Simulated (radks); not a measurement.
Values are calculated unless marked as measured or tabulated.
Dipole-allowed excitations along the series with 11 electrons in [Ne] 3s1. Level of theory: scalar-relativistic Kohn-Sham, PBE, spin-polarised, spherical densities, finite nucleus; open shells are filled with parallel spins first; Fermi nuclear charge, rms radius of each element as measured or else 0.836 A^(1/3) + 0.57 fm (a radial shooting solver on a logarithmic mesh with Libxc functionals). Time-dependent linear response with the Hartree and adiabatic LDA kernel, continuum included through the Sternheimer equations, no spin-orbit coupling, so fine structure and intercombination lines are absent. Lines are the poles of the dipole polarisability below minus the highest occupied eigenvalue, found on a grid refined at the orbital gaps; the lowest seven at most are given, and weak or close lines can be missed. The first line takes the name of the lowest orbital gap if no other gap lies below it; otherwise a line is named after a gap within 0.6 % of it, if that gap stands alone.

| species | -e(HOMO) (eV) | lowest orbital gap (eV) | first line (eV) | f | static alpha (bohr^3) | measured (eV) |
|---|---|---|---|---|---|---|
| Mg+ | 11.917 | 3s-3p 4.415 | 4.682 (3s-3p) | 0.904 | 31.14 | 3s-3p 4.430 |
| Al2+ | 24.484 | 3s-3p 6.615 | 7.057 (3s-3p) | 0.825 | 12.66 | - |
| Si3+ | 40.402 | 3s-3p 8.763 | 9.367 (3s-3p) | 0.752 | 6.599 | - |
| P4+ | 59.547 | 3s-3p 10.887 | 11.646 (3s-3p) | 0.689 | 3.932 | - |
| S5+ | 81.859 | 3s-3p 13.003 | 13.913 (3s-3p) | 0.635 | 2.550 | - |

Measured values: term averages from the NIST Handbook of Basic Atomic Spectroscopic Data.
